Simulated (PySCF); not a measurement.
Cartesian coordinates in Å; atom numbers follow the order of the lines, from 1:
```xyz
11

F    -0.806   -1.837    0.522
C    -1.417   -0.626    0.252
Si   -0.102    0.684   -0.245
Ge    2.008   -0.371    0.064
H    -2.153   -0.776   -0.557
H    -1.973   -0.302    1.148
H    -0.297    1.107   -1.667
H    -0.241    1.900    0.617
H     2.159   -0.830    1.524
H     3.153    0.607   -0.262
H     2.129   -1.591   -0.863
```

Geometry: PBE0-D3(BJ)/def2-SVP; GIAO shifts from PySCF, gas phase, non-relativistic, averaged over equivalent atoms.

At PBE0/pcSseg-1 (134 basis functions, 12 s wall time on 1 thread of an Arm Neoverse V1, shared host):
| atoms | δ (ppm) |
| --- | --- |
| F1 | -281.3 |
| C2 | 71.9 |
| Si3 | -54.7 |
| Ge4 | -352.1 |
| H5/H6 | 4.77 |
| H7/H8 | 4.18 |
| H9/H10/H11 | 3.55 |

δ = σ(ref) − σ, references computed at the same level: 19F (σref 177.25) against CFCl3; 13C (σref 184.41) and 29Si (σref 351.99) and 1H (σref 31.27) against TMS; 73Ge (σref 1330.28) against GeMe4.

Task: Predict the values at PBE/pcSseg-2 on the same geometry.

Result: 
| atoms | δ at PBE/pcSseg-2 | change |
| --- | --- | --- |
| F1 | -298.9 | -17.6 |
| C2 | 78.2 | +6.3 |
| Si3 | -60.6 | -5.9 |
| Ge4 | -373.0 | -20.9 |
| H5/H6 | 4.98 | +0.21 |
| H7/H8 | 4.40 | +0.22 |
| H9/H10/H11 | 3.65 | +0.10 |

Chemical shifts δ = σref − σ; CFCl3 for 19F (142.93 ppm); TMS for 13C (179.39 ppm), 29Si (323.43 ppm), 1H (31.18 ppm); GeMe4 for 73Ge (1269.89 ppm), all at this level.

The largest change is at Ge4 (germanium bonded to Si, 3 H). Cost: 276 basis functions, 44 s wall time on 1 thread of an Arm Neoverse V1, shared host.

Relativistic effects, spin–orbit coupling among them, are left out; they matter for Ge and for the light atoms bonded to it. Unscaled 19F shifts against computed CFCl3 carry errors that often reach 10 to 50 ppm.
